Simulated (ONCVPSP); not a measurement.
**How hard is this Cd (Z = 48) ONCV potential?**

ONCVPSP 4.0.1 input, shortened (lines: element, Z, core and valence counts, functional; n l f; lmax; l rc ep ncon nbas qcut; lloc lpopt rc5 dvloc0; l nproj debl; icmod fcfact rcfact), PBE, scalar-relativistic:

```
  Cd 48.00    7    4        4      upf
    1    0    2.00
    2    0    2.00
    2    1    6.00
    3    0    2.00
    3    1    6.00
    3    2   10.00
    4    0    2.00
    4    1    6.00
    4    2   10.00
    5    0    1.50
    5    1    0.50
    2
    0    2.05    0.00    5   10    2.90
    1    1.90    0.00    5    9    6.40
    2    1.50    0.00    5   10   11.80
    2    5    1.50    0.00
    0    3    2.20
    1    3    3.80
    2    0    2.10
    1    0.45    0.00
```

Q: For each optimised wave give the share of its norm inside rc, the residual kinetic energy above qcut (Ha) and the cutoffs (Ha) for errors of 10, 1, 0.1 and 0.01 mHa per electron.

A:

| wave | norm inside rc | residual KE | 10 mHa | 1 mHa | 0.1 mHa | 0.01 mHa |
| --- | --- | --- | --- | --- | --- | --- |
| 5s | 0.236 | 1.6e-03 | 2.9 | 4.8 | 17.5 | 56.7 |
| s projector 2 | 0.120 | 5.1e-02 | 8.9 | 72.4 | 89.1 | 97.2 |
| s projector 3 | 0.089 | 3.9e-01 | 14.6 | 43.7 | 96.2 | 110.7 |
| 4p | 0.986 | 1.5e-04 | 14.8 | 18.1 | 23.2 | 64.9 |
| 5p | 0.046 | 1.7e-05 | 10.0 | 14.6 | 18.2 | 21.2 |
| p projector 3 | 0.130 | 4.4e-04 | 15.5 | 19.3 | 23.8 | 46.0 |
| 4d | 0.716 | 7.8e-09 | 29.1 | 37.6 | 45.1 | 51.3 |

The occupied waves need 38 Ha and 45 Ha for 1 and 0.1 mHa. Note: ghosts flagged at negative energy: s at -1744.6 eV; GHOST(+) flagged for s at 53.2 eV, s at 326.0 eV. A true bound ghost makes a file unfit for plane-wave use.
